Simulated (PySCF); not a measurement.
# Running PySCF for HI⁻

The script input.py:

```python
from pyscf import gto, dft

mol = gto.M(
    atom='H 0 0 0; I 0 0 1.73',
    basis='def2-svp',
    ecp={'I': 'def2-svp'},
    charge=-1,
    spin=1,
    verbose=4,
)
mf = dft.ROKS(mol, xc='scan')
mf.kernel()
mf.mulliken_pop()
mf.dip_moment()
print('orbital energies (hartree):', mf.mo_energy[..., max(0, mol.nelec[1]-3):mol.nelec[0]+3].round(4))
```

```bash
$ OMP_NUM_THREADS=1 python input.py
```

The log (some set-up lines and the per-cycle HOMO/LUMO lines with their warnings removed):

```
PySCF version 2.14.0

[INPUT] Symbol           X                Y                Z      unit          X                Y                Z       unit  Magmom
[INPUT]  1 H      0.000000000000   0.000000000000   0.000000000000 AA    0.000000000000   0.000000000000   0.000000000000 Bohr   0.0
[INPUT]  2 I      0.000000000000   0.000000000000   1.730000000000 AA    0.000000000000   0.000000000000   3.269226195498 Bohr   0.0

nuclear repulsion = 7.64706952196532
number of shells = 13
number of NR pGTOs = 68
number of NR cGTOs = 31
basis = def2-svp
ecp = {'I': 'def2-svp'}

******** <class 'pyscf.dft.roks.ROKS'> ********
method = ROKS
initial guess = minao
damping factor = 0
level_shift factor = 0
DIIS = <class 'pyscf.scf.diis.CDIIS'>
SCF conv_tol = 1e-09
SCF max_cycles = 50
num. doubly occ = 13  num. singly occ = 1
XC functionals = scan

grids dens level: 3
tot grids = 31768
init E= -267.275558448472
cycle= 1 E= -296.728793143964  delta_E= -29.5  |g|= 3.01  |ddm|= 5.85
cycle= 2 E= -297.167274365143  delta_E= -0.438  |g|= 2.54  |ddm|=  7.2
cycle= 3 E= -298.348015400545  delta_E= -1.18  |g|= 0.203  |ddm|= 3.98
cycle= 4 E= -298.358719045124  delta_E= -0.0107  |g|= 0.0823  |ddm|= 0.52
cycle= 5 E= -298.361680421145  delta_E= -0.00296  |g|= 0.0156  |ddm|= 0.136
cycle= 6 E= -298.361788392158  delta_E= -0.000108  |g|= 0.00122  |ddm|= 0.0326
cycle= 7 E= -298.361788900444  delta_E= -5.08e-07  |g|= 0.000115  |ddm|= 0.00288
cycle= 8 E= -298.361788909374  delta_E= -8.93e-09  |g|= 3.48e-05  |ddm|= 0.000372
cycle= 9 E= -298.361788910115  delta_E= -7.4e-10  |g|= 2.88e-06  |ddm|= 0.000117
Extra cycle  E= -298.361788910119  delta_E= -4.38e-12  |g|= 2.52e-06  |ddm|= 1.26e-05
converged SCF energy = -298.361788910119
 ** Mulliken pop  **
pop of  0 H 1s            0.65025
pop of  0 H 2s            0.70638
pop of  0 H 2px           0.00281
pop of  0 H 2py           0.00281
pop of  0 H 2pz           0.01108
pop of  1 I 4s            1.82975
pop of  1 I 5s            0.22077
pop of  1 I 6s            1.28147
pop of  1 I 7s            0.61708
pop of  1 I 4px           0.97643
pop of  1 I 4py           0.97643
pop of  1 I 4pz           0.98339
[19 lines left out]
 ** Mulliken atomic charges  **
charge of    0H =     -0.37334
charge of    1I =     -0.62666

WARN: System has nonzero charge -1; the dipole moment is origin-dependent.
Location of origin: [0. 0. 0.]

Dipole moment(X, Y, Z, Debye):  0.00000,  0.00000, -6.20176
orbital energies (hartree): [-0.0931 -0.0058 -0.0058  0.1874  0.4871  0.5643  0.6264]
```

In short: E(SCF) = -298.361789 Eh, 9 cycles.

It ran on Arm Neoverse V2 (1 thread, shared host) in 2 s, peak memory 0.16 GiB.

The basis has no diffuse functions, which an anion needs. The bond length is a typed value, not an optimised one. The dipole of an ion depends on the origin. No search for the lowest solution was made.
